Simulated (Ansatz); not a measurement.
Ansatz (a program for electronic structure) input (B3LYP-D3(BJ)/def2-TZVP):

Ansatz 0.2 input:
```yaml
crystal:
  periodic: [false, false, false]
  atoms:
    - {symbol: C, position_ang: [-0.76398450, -0.64348765, -0.34542853]}
    - {symbol: C, position_ang: [0.63138382, -0.30599936, -0.15763658]}
    - {symbol: F, position_ang: [1.13636842, 0.94468953, -0.62699763]}
    - {symbol: F, position_ang: [1.43050014, -1.20605568, -0.82546072]}
    - {symbol: F, position_ang: [1.06125501, -0.30098246, 1.14364416]}
    - {symbol: Cl, position_ang: [-1.81573471, 0.66788390, 0.42400421]}
    - {symbol: H, position_ang: [-0.99001814, -0.59596649, -1.41035346]}
basis:
  gaussian:
    orbitals: def2-TZVP
hamiltonian:
  xc: b3lyp
  dispersion: d3bj
total_charge: -1
phonons: {temperatures: {t_min: 298.15, t_max: 298.15, t_step: 100}}
```

Output:

```
Functional definition: B3LYP
integrals: 0.12 GiB planned
1135 factors; their error is unknown
mean field: 1.03 GiB planned
mean field evaluation 1: about -22764.8298 eV, gradient 4.4e1 eV
mean field evaluation 2: about -22758.8556 eV, gradient 6.5e1 eV
mean field evaluation 4: about -22768.8464 eV, gradient 4.5e0 eV
mean field evaluation 8: about -22768.9189 eV, gradient 4.2e-1 eV
mean field evaluation 16: about -22768.9191 eV, gradient 2.8e-4 eV
mean field -22768.91912256 eV, -836.7423444263 hartree, gradient 3.8e-5 eV, S^2 0.000000; 0 other end points of the search recorded, 0 dependent functions left out
the calculation of the forces begins
reference -22768.91933012 eV, -836.7423520543 hartree; 29, 29 occupied and 169, 169 virtual orbitals, 1135 factors
these checks for a lower state are left out or cut short: stability, starts, cluster_reference, orbital_swaps, neighbouring_geometries, increment
integrals: 0.12 GiB planned
1135 factors; their error is unknown
mean field: 1.03 GiB planned
mean field -22768.91898585 eV, -836.7423394023 hartree, gradient 1.5e-6 eV, S^2 0.000000; 0 other end points of the search recorded, 0 dependent functions left out
the calculation of the forces begins
reference -22768.91919343 eV, -836.7423470306 hartree; 29, 29 occupied and 169, 169 virtual orbitals, 1135 factors
these checks for a lower state are left out or cut short: stability, starts, cluster_reference, orbital_swaps, neighbouring_geometries, increment
integrals: 0.12 GiB planned
1135 factors; their error is unknown
mean field: 1.03 GiB planned
mean field evaluation 32: about -22768.9190 eV, gradient 1.5e-6 eV
mean field -22768.91902454 eV, -836.7423408241 hartree, gradient 1.5e-6 eV, S^2 0.000000; 0 other end points of the search recorded, 0 dependent functions left out
the calculation of the forces begins
reference -22768.91923210 eV, -836.7423484518 hartree; 29, 29 occupied and 169, 169 virtual orbitals, 1135 factors
these checks for a lower state are left out or cut short: stability, starts, cluster_reference, orbital_swaps, neighbouring_geometries, increment
integrals: 0.12 GiB planned
1135 factors; their error is unknown
mean field: 1.03 GiB planned
mean field -22768.91908213 eV, -836.7423429405 hartree, gradient 1.5e-6 eV, S^2 0.000000; 0 other end points of the search recorded, 0 dependent functions left out
the calculation of the forces begins
reference -22768.91928971 eV, -836.7423505689 hartree; 29, 29 occupied and 169, 169 virtual orbitals, 1135 factors
these checks for a lower state are left out or cut short: stability, starts, cluster_reference, orbital_swaps, neighbouring_geometries, increment
integrals: 0.12 GiB planned
1135 factors; their error is unknown
mean field: 1.03 GiB planned
mean field -22768.91909154 eV, -836.7423432863 hartree, gradient 1.5e-6 eV, S^2 0.000000; 0 other end points of the search recorded, 0 dependent functions left out
the calculation of the forces begins
reference -22768.91929910 eV, -836.7423509140 hartree; 29, 29 occupied and 169, 169 virtual orbitals, 1135 factors
these checks for a lower state are left out or cut short: stability, starts, cluster_reference, orbital_swaps, neighbouring_geometries, increment
integrals: 0.12 GiB planned
1135 factors; their error is unknown
mean field: 1.03 GiB planned
mean field -22768.91898620 eV, -836.7423394151 hartree, gradient 1.5e-6 eV, S^2 0.000000; 0 other end points of the search recorded, 0 dependent functions left out
the calculation of the forces begins
reference -22768.91919379 eV, -836.7423470441 hartree; 29, 29 occupied and 169, 169 virtual orbitals, 1135 factors
these checks for a lower state are left out or cut short: stability, starts, cluster_reference, orbital_swaps, neighbouring_geometries, increment
integrals: 0.12 GiB planned
[...]
the calculation of the forces begins
reference -22768.91931164 eV, -836.7423513750 hartree; 29, 29 occupied and 169, 169 virtual orbitals, 1135 factors
these checks for a lower state are left out or cut short: stability, starts, cluster_reference, orbital_swaps, neighbouring_geometries, increment
integrals: 0.12 GiB planned
1135 factors; their error is unknown
mean field: 1.03 GiB planned
mean field -22768.91905424 eV, -836.7423419158 hartree, gradient 1.5e-6 eV, S^2 0.000000; 0 other end points of the search recorded, 0 dependent functions left out
the calculation of the forces begins
reference -22768.91926182 eV, -836.7423495441 hartree; 29, 29 occupied and 169, 169 virtual orbitals, 1135 factors
these checks for a lower state are left out or cut short: stability, starts, cluster_reference, orbital_swaps, neighbouring_geometries, increment
integrals: 0.12 GiB planned
1135 factors; their error is unknown
mean field: 1.03 GiB planned
mean field evaluation 224: about -22768.9188 eV, gradient 4.1e-1 eV
mean field -22768.91901177 eV, -836.7423403551 hartree, gradient 1.5e-6 eV, S^2 0.000000; 0 other end points of the search recorded, 0 dependent functions left out
the calculation of the forces begins
reference -22768.91921933 eV, -836.7423479828 hartree; 29, 29 occupied and 169, 169 virtual orbitals, 1135 factors
these checks for a lower state are left out or cut short: stability, starts, cluster_reference, orbital_swaps, neighbouring_geometries, increment
integrals: 0.12 GiB planned
1135 factors; their error is unknown
mean field: 1.03 GiB planned
mean field -22768.91901885 eV, -836.7423406153 hartree, gradient 1.5e-6 eV, S^2 0.000000; 0 other end points of the search recorded, 0 dependent functions left out
the calculation of the forces begins
reference -22768.91922640 eV, -836.7423482423 hartree; 29, 29 occupied and 169, 169 virtual orbitals, 1135 factors
these checks for a lower state are left out or cut short: stability, starts, cluster_reference, orbital_swaps, neighbouring_geometries, increment
integrals: 0.12 GiB planned
1135 factors; their error is unknown
mean field: 1.03 GiB planned
mean field -22768.91918252 eV, -836.7423466301 hartree, gradient 1.5e-6 eV, S^2 0.000000; 0 other end points of the search recorded, 0 dependent functions left out
the calculation of the forces begins
reference -22768.91939012 eV, -836.7423542590 hartree; 29, 29 occupied and 169, 169 virtual orbitals, 1135 factors
these checks for a lower state are left out or cut short: stability, starts, cluster_reference, orbital_swaps, neighbouring_geometries, increment
integrals: 0.12 GiB planned
1135 factors; their error is unknown
mean field: 1.03 GiB planned
mean field -22768.91912881 eV, -836.7423446559 hartree, gradient 1.5e-6 eV, S^2 0.000000; 0 other end points of the search recorded, 0 dependent functions left out
the calculation of the forces begins
reference -22768.91933638 eV, -836.7423522841 hartree; 29, 29 occupied and 169, 169 virtual orbitals, 1135 factors
these checks for a lower state are left out or cut short: stability, starts, cluster_reference, orbital_swaps, neighbouring_geometries, increment
integrals: 0.12 GiB planned
1135 factors; their error is unknown
mean field: 1.03 GiB planned
mean field evaluation 256: about -22768.9191 eV, gradient 1.5e-6 eV
mean field -22768.91907848 eV, -836.7423428065 hartree, gradient 1.5e-6 eV, S^2 0.000000; 0 other end points of the search recorded, 0 dependent functions left out
the calculation of the forces begins
reference -22768.91928604 eV, -836.7423504343 hartree; 29, 29 occupied and 169, 169 virtual orbitals, 1135 factors
these checks for a lower state are left out or cut short: stability, starts, cluster_reference, orbital_swaps, neighbouring_geometries, increment
integrals: 0.12 GiB planned
1135 factors; their error is unknown
mean field: 1.03 GiB planned
mean field -22768.91912703 eV, -836.7423445907 hartree, gradient 1.5e-6 eV, S^2 0.000000; 0 other end points of the search recorded, 0 dependent functions left out
the calculation of the forces begins
reference -22768.91933461 eV, -836.7423522191 hartree; 29, 29 occupied and 169, 169 virtual orbitals, 1135 factors
these checks for a lower state are left out or cut short: stability, starts, cluster_reference, orbital_swaps, neighbouring_geometries, increment
integrals: 0.12 GiB planned
1135 factors; their error is unknown
mean field: 1.03 GiB planned
mean field -22768.91909013 eV, -836.7423432345 hartree, gradient 1.5e-6 eV, S^2 0.000000; 0 other end points of the search recorded, 0 dependent functions left out
the calculation of the forces begins
reference -22768.91929768 eV, -836.7423508620 hartree; 29, 29 occupied and 169, 169 virtual orbitals, 1135 factors
these checks for a lower state are left out or cut short: stability, starts, cluster_reference, orbital_swaps, neighbouring_geometries, increment
integrals: 0.12 GiB planned
1135 factors; their error is unknown
mean field: 1.03 GiB planned
mean field -22768.91908989 eV, -836.7423432259 hartree, gradient 1.5e-6 eV, S^2 0.000000; 0 other end points of the search recorded, 0 dependent functions left out
the calculation of the forces begins
reference -22768.91929745 eV, -836.7423508535 hartree; 29, 29 occupied and 169, 169 virtual orbitals, 1135 factors
these checks for a lower state are left out or cut short: stability, starts, cluster_reference, orbital_swaps, neighbouring_geometries, increment
integrals: 0.12 GiB planned
1135 factors; their error is unknown
mean field: 1.03 GiB planned
mean field -22768.91911521 eV, -836.7423441563 hartree, gradient 1.5e-6 eV, S^2 0.000000; 0 other end points of the search recorded, 0 dependent functions left out
the calculation of the forces begins
reference -22768.91932279 eV, -836.7423517848 hartree; 29, 29 occupied and 169, 169 virtual orbitals, 1135 factors
these checks for a lower state are left out or cut short: stability, starts, cluster_reference, orbital_swaps, neighbouring_geometries, increment
integrals: 0.12 GiB planned
1135 factors; their error is unknown
mean field: 1.03 GiB planned
mean field evaluation 288: about -22768.9191 eV, gradient 1.9e-4 eV
mean field -22768.91910737 eV, -836.7423438682 hartree, gradient 1.5e-6 eV, S^2 0.000000; 0 other end points of the search recorded, 0 dependent functions left out
the calculation of the forces begins
reference -22768.91931494 eV, -836.7423514962 hartree; 29, 29 occupied and 169, 169 virtual orbitals, 1135 factors
these checks for a lower state are left out or cut short: stability, starts, cluster_reference, orbital_swaps, neighbouring_geometries, increment
integrals: 0.12 GiB planned
1135 factors; their error is unknown
mean field: 1.03 GiB planned
mean field -22768.91912219 eV, -836.7423444129 hartree, gradient 1.5e-6 eV, S^2 0.000000; 0 other end points of the search recorded, 0 dependent functions left out
the calculation of the forces begins
reference -22768.91932976 eV, -836.7423520409 hartree; 29, 29 occupied and 169, 169 virtual orbitals, 1135 factors
these checks for a lower state are left out or cut short: stability, starts, cluster_reference, orbital_swaps, neighbouring_geometries, increment
integrals: 0.12 GiB planned
1135 factors; their error is unknown
mean field: 1.03 GiB planned
mean field -22768.91901202 eV, -836.7423403641 hartree, gradient 1.5e-6 eV, S^2 0.000000; 0 other end points of the search recorded, 0 dependent functions left out
the calculation of the forces begins
reference -22768.91921954 eV, -836.7423479905 hartree; 29, 29 occupied and 169, 169 virtual orbitals, 1135 factors
these checks for a lower state are left out or cut short: stability, starts, cluster_reference, orbital_swaps, neighbouring_geometries, increment
integrals: 0.12 GiB planned
1135 factors; their error is unknown
mean field: 1.03 GiB planned
mean field -22768.91903969 eV, -836.7423413808 hartree, gradient 1.5e-6 eV, S^2 0.000000; 0 other end points of the search recorded, 0 dependent functions left out
the calculation of the forces begins
reference -22768.91924730 eV, -836.7423490105 hartree; 29, 29 occupied and 169, 169 virtual orbitals, 1135 factors
Total energy: -22769.14904886 eV, -836.7507940622 hartree
Atom 0 at    -0.763984    -0.643488    -0.345429 Å, force    -0.002582     0.000294    -0.000938 eV/Å
Atom 1 at     0.631384    -0.305999    -0.157637 Å, force     0.000723    -0.000643     0.001456 eV/Å
Atom 2 at     1.136368     0.944690    -0.626998 Å, force     0.000210     0.000317     0.000058 eV/Å
Atom 3 at     1.430500    -1.206056    -0.825461 Å, force     0.001161    -0.000705    -0.001112 eV/Å
Atom 4 at     1.061255    -0.300982     1.143644 Å, force     0.001063     0.000858     0.000707 eV/Å
Atom 5 at    -1.815735     0.667884     0.424004 Å, force    -0.000293    -0.000169    -0.000175 eV/Å
Atom 6 at    -0.990018    -0.595966    -1.410353 Å, force    -0.000283     0.000049     0.000003 eV/Å
Dipole moment:     0.328215     0.181867    -0.110357 e Å
Vibrations: 104.59 173.05 334.08 395.78 498.28 509.36 608.45 625.11 771.44 815.31 899.39 1053.77 1239.55 1287.16 3084.61 cm⁻¹, zero-point energy 0.768696 eV
```

It need not be the lowest isomer of its formula. Whether it binds its extra electron was not tested at this geometry.
